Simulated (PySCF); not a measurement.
BeH2S, SMILES [BeH][SH]. Geometry: ωB97X-D3(BJ)/def2-TZVPD.

Task: Give the equilibrium geometry at ωB97X-D3(BJ)/def2-TZVPD (PySCF confirms it by a frequency run) as Cartesian coordinates in Å, and its point group. (Estimate from the structure and the level; the computed values follow.)

Result: point group Cs.
```xyz
4

Be    -0.0011    -1.4138     0.0000
H      0.0422    -2.7435     0.0000
S     -0.0810     0.4881     0.0000
H      1.2582     0.5898     0.0000
```
Charge 0, spin multiplicity 1.
